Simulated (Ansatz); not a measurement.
```yaml
crystal:
  periodic: [false, false, false]
  atoms:
    - {symbol: Ga, position_ang: [0.048793, -1.699109, -0.126158]}
    - {symbol: Ga, position_ang: [0.123470, 1.593475, -0.089245]}
    - {symbol: S, position_ang: [-1.002428, 3.244194, -0.096587]}
    - {symbol: S, position_ang: [1.523176, -0.069479, 0.117229]}
    - {symbol: S, position_ang: [-1.155465, -3.197460, -0.185711]}
basis:
  gaussian: {orbitals: ANO-RCC-VTZP}
hamiltonian: {xc: {name: PBE0}}
scf: {lower_state_search: full}
output: {forces: true}
```

```sh
$ ansatz run in.yaml --threads 4 --pin off --events-out ev --progress --plain --max-ram 8704MiB
```

It prints (some lines left out):

```
Functional definition: PBE0
  name "PBE0"
  cite "Adamo & Barone, J. Chem. Phys. 110, 6158 (1999) doi:10.1063/1.478522"
  cite "Perdew, Burke & Ernzerhof, Phys. Rev. Lett. 77, 3865 (1996) doi:10.1103/PhysRevLett.77.3865"
  parent pbe
  parameter a = 0.25
  parameter kappa = 0.804
  parameter beta = 0.06672455060314922
  exchange = (1 - a)*pbe_x(kappa = kappa, mu = beta*pi^2/3) + a*exact_x
  correlation = pbe_c(beta = beta)
1238 factors; integrals over basis functions are off by at most 1.0e-3 eV
mean field evaluation 1: about -138361.0105 eV, gradient 4.9e1 eV
mean field evaluation 2: about -138361.0593 eV, gradient 4.9e1 eV
mean field evaluation 4: about -138365.5667 eV, gradient 1.8e1 eV
mean field evaluation 8: about -138366.5252 eV, gradient 5.7e-1 eV
mean field evaluation 16: about -138366.5285 eV, gradient 6.2e-4 eV
mean field -138366.52847728 eV, -5084.8761333384 hartree, gradient 4.3e-5 eV, S^2 0.000000; 0 other end points of the search recorded, 0 dependent functions left out
the calculation of the forces begins
reference -138366.52852261 eV, -5084.8761350042 hartree; 55, 55 occupied and 133, 133 virtual orbitals, 1238 factors
Total energy: -138366.52852261 eV, -5084.8761350042 hartree
Relativity: scalar
Atom 0 at     0.048793    -1.699109    -0.126158 Å, force     1.869824     2.180772     0.261432 eV/Å
Atom 1 at     0.123470     1.593475    -0.089245 Å, force     0.259284    -0.132375     0.159871 eV/Å
Atom 2 at    -1.002428     3.244194    -0.096587 Å, force    -0.074038     0.007519    -0.073383 eV/Å
Atom 3 at     1.523176    -0.069479     0.117229 Å, force    -0.575037    -0.257529    -0.206262 eV/Å
Atom 4 at    -1.155465    -3.197460    -0.185711 Å, force    -1.480034    -1.798387    -0.141658 eV/Å
Dipole moment:     0.642269    -0.113804    -0.005987 e Å
```

Run time 19 s (4 threads of Intel Xeon Platinum 8375C on a shared host), peak host memory 0.66 GiB.

DK, ANO-RCC and x2c sets are all-electron and run with scalar relativity unless a key says otherwise.
